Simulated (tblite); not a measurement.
Species: C7H7S (doublet state).
Geometry (GFN2-xTB, Å), atoms numbered from 1 in this order:
```xyz
15
C7H7S angstrom
C      3.2028    0.0034    0.2290
C      2.0435    0.2777    0.4042
C      0.6856    0.5756    0.5398
C      0.1165    1.2742    1.5309
S     -1.5276    1.6383    1.3020
C     -1.5113    0.9620   -0.4207
C     -0.3220   -0.0031   -0.4631
C     -0.7236   -1.4274   -0.0930
H      4.2180   -0.2295    0.1073
H     -2.4701    0.4774   -0.5899
H     -1.3919    1.7951   -1.1138
H      0.1389    0.0008   -1.4559
H     -1.2046   -1.4376    0.8835
H     -1.4152   -1.8334   -0.8292
H      0.1568   -2.0653   -0.0531
```

Computed with GFN2-xTB (tblite): harmonic, unscaled wavenumbers at the GFN2-xTB geometry, gas phase. The method is semi-empirical: single wavenumbers can be off by several per cent or more. One conformer, not necessarily the lowest. Open shells enter through the occupations alone, without spin polarisation, and single modes of such species can be off by tens of per cent.

Harmonic wavenumbers (cm⁻¹): 82.6, 120.2, 138.6, 231.6, 263.0, 323.0, 343.7, 402.7, 436.4, 520.4, 552.7, 638.1, 649.0, 669.9, 781.1, 841.6, 867.9, 936.7, 1016.8, 1041.5, 1094.2, 1116.0, 1155.8, 1186.3, 1222.5, 1286.6, 1406.8, 1438.8, 1489.4, 1491.8, 1493.5, 2216.6, 2935.9, 2983.1, 3019.0, 3021.8, 3030.7, 3039.4, 3396.8.

A = 3075, B = 1353, C = 1058 MHz; mass 123.027 u (most abundant isotopes); point group C1, symmetry number 1; spin multiplicity 2.

Problem. What is the zero-point energy?

Solution. Half the sum of the wavenumbers: 24441 cm⁻¹ = 69.88 kcal/mol.

Problem. What is S at 298.15 K and 1 bar for an ideal gas of classical rigid rotors and harmonic oscillators?

Solution. Translation 40.36, rotation 28.68, vibration 20.99, spin (R ln 2) 1.38: S = 91.4 cal/(mol K).

Problem. And Cp and H(298.15 K) − H(0)?

Solution. Cp = 33.21 cal/(mol K), of which vibrations give 25.26 (their classical limit is 39 R = 77.5); H(298.15 K) − H(0) = 5.96 kcal/mol without the zero-point energy, 3.59 from vibrations.

Problem. Blend soft modes into free rotors: weight 1/[1 + (100 cm⁻¹/ν̃)⁴] for the oscillator and the rest for a rotor with moment μB/(μ + B), μ = h/(8π²ν), B = 10⁻⁴⁴ kg m². What vibrational entropy results?

Solution. 20.28 cal/(mol K) in place of 20.99, which changes −T·S at 298.15 K by +0.21 kcal/mol.

Problem. What must be added to the electronic energy to get the Gibbs energy at 298.15 K and 1 bar?

Solution. ZPE + [H(298.15 K) − H(0)] − T·S = 69.88 + 5.96 − 27.25 = 48.59 kcal/mol.

Problem. How do the functions run with temperature in this model?

Solution. 
| T (K) | S (cal/(mol K)) | Cp (cal/(mol K)) | H − H(0) (kcal/mol) | G − H(0) (kcal/mol) | ln q(vib) |
| --- | --- | --- | --- | --- | --- |
| 150 | 73.5 | 20.1 | 1.99 | -9.04 | 1.63 |
| 250 | 85.9 | 29.1 | 4.46 | -17.02 | 3.54 |
| 400 | 102.3 | 41.1 | 9.75 | -31.17 | 6.60 |
| 600 | 121.3 | 52.7 | 19.21 | -53.58 | 10.70 |
| 900 | 144.9 | 63.4 | 36.76 | -93.64 | 16.50 |

q(vib) and H(0) count from the zero-point level.

Problem. Which modes carry the vibrational entropy at 298.15 K?

Solution. 82.6 cm⁻¹: 3.83; 120.2 cm⁻¹: 3.10; 138.6 cm⁻¹: 2.82; 231.6 cm⁻¹: 1.87; 263.0 cm⁻¹: 1.64; 323.0 cm⁻¹: 1.29 cal/(mol K); the other 33 give 6.44 together.

Hindered rotation and anharmonicity are outside this model. Other conformers, if any are populated, would add a mixing term that is left out. The structure is chiral; the term R ln 2 for an equal mix with its mirror image is left out.

Hardware: one thread of an Arm Neoverse V2, on a shared host. Cost: 0.42 s. This covers the Hessian and the dipole derivatives.
